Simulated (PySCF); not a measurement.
Frontier levels across methods

Compound: CH4BF4N.
Structure used (PBE0-D3(BJ)/def2-SVP), in Å, numbered top down from 1:
```xyz
11
CH4BF4N angstrom
N      0.9477    0.2488   -0.8598
B      0.3983   -0.4159    0.5281
F      0.5759   -1.7788    0.3655
C     -1.1576    0.0376    0.5271
F     -1.2577    1.3947    0.4907
F     -1.8712   -0.3794    1.5713
F     -1.8052   -0.3918   -0.5905
H      1.9355    0.0353   -1.0009
H      0.8219    1.2629   -0.8482
H      0.4129   -0.1310   -1.6458
H      1.0318    0.0899    1.4427
```

Basis pcSseg-1 throughout (PySCF), one geometry. Isolated species at its PBE0-D3(BJ)/def2-SVP geometry, gas phase.

Task: How do the orbital energies, the gap and the dipole change with the method?

Result: 
```
  method                    kind  HOMO (eV)  LUMO (eV)  gap (eV)  μ (D)  SCF cycles
    BLYP                     GGA      -6.61      -0.92      5.68   6.03          14
   B97-D                     GGA      -6.76      -0.75      6.01   6.07          14
    BP86                     GGA      -6.79      -0.73      6.06   6.07          14
     LDA                     LDA      -6.81      -0.96      5.85   6.13          13
    PBE0           global hybrid      -8.35       0.03      8.38   6.23          14
mPW1PW91           global hybrid      -8.41      -0.03      8.39   6.24          13
 wB97X-D  range-separated hybrid     -10.34       1.91     12.25   6.29          14
      HF            Hartree–Fock     -12.51       2.93     15.44   6.53          10
```

The HOMO spans 5.91 eV, from BLYP down to HF, and the gap runs from 5.68 eV (BLYP) to 15.44 eV (HF). Over the methods BLYP (0 %), B97-D (0 %), BP86 (0 %), LDA (0 %), PBE0 (25 %), mPW1PW91 (25 %), HF (100 %), a straight line through the gap against the share of exact exchange rises by 0.96 eV for each 10 % (correlation coefficient 0.999). The dipole ranges from 6.03 D (BLYP) to 6.53 D (HF). This basis has no diffuse functions.
